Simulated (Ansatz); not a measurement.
Computed with Ansatz on PBE0-D4/def2-TZVP structures; ΔE is electronic, products minus reactants. CCSD(T)/CBS is the MP2 limit (def2-TZVPP, def2-QZVPP) plus CCSD(T) − MP2 in def2-TZVPP, frozen cores. This one scheme is used for every species. For Ge outer-core shells are correlated without core-valence functions, which leaves a few kJ/mol of doubt a bond. Scalar relativity is left out up to krypton. Each species was taken in one conformer, which may not be the lowest.

`OCBCl` + `[OH][GeH3]` → `ClBC[O][GeH3]` + H₂O  (substitution at a C–O bond)

`OCBCl`:

Cartesian coordinates in Å:
```
O -0.377 -1.534 0.068
C -0.429 -0.194 0.484
B 0.409 0.866 -0.274
Cl 1.397 0.390 -1.637
H 0.211 -1.591 -0.692
H -0.144 -0.119 1.548
H -1.474 0.166 0.469
H 0.407 2.016 0.036
```

`[OH][GeH3]`:

Cartesian coordinates in Å:
```
O -0.490 0.481 1.188
Ge 0.294 -0.044 -0.325
H -1.355 0.084 1.313
H 1.637 0.692 -0.330
H -0.574 0.359 -1.533
H 0.488 -1.572 -0.314
```

`ClBC[O][GeH3]`:

Cartesian coordinates in Å:
```
Cl -1.956 -0.610 -2.589
B -1.095 -0.802 -1.081
C 0.352 -0.228 -0.966
O 1.002 -0.442 0.270
Ge 0.587 0.629 1.631
H -1.650 -1.386 -0.201
H 0.358 0.835 -1.267
H 0.954 -0.721 -1.747
H 0.984 2.069 1.251
H -0.932 0.563 1.884
H 1.395 0.093 2.814
```

H₂O:

Z-matrix (Å, degrees):
```
O
H 1 0.960
H 1 0.960 2 105.1
```

```csv
species,CCSD(T)/CBS(def2) energy (Eh)
`OCBCl`,-600.22716
`[OH][GeH3]`,-2153.69723
`ClBC[O][GeH3]`,-2677.54421
H₂O,-76.37941
```

**Question.** Work out ΔE.

**Answer.** ΔE = (-2677.54421) + (-76.37941) − (-600.22716) − (-2153.69723) = 0.00077 Eh = +0.02 eV.

Largest T1 diagnostic among the species: 0.012.

In def2-TZVPP, CCSD(T) changes the Hartree–Fock value by −0.06 eV (the triples alone add −0.01 eV) and MP2 by −0.07 eV. The D4 term adds −0.07 eV with B3LYP and −0.04 eV with PBE0; it sums over pairs of atoms, weighted by their polarisabilities, and B3LYP, whose exchange is more repulsive, gets the larger term.

B3LYP here is the variant with VWN-RPA as its local correlation; programs differ in this.
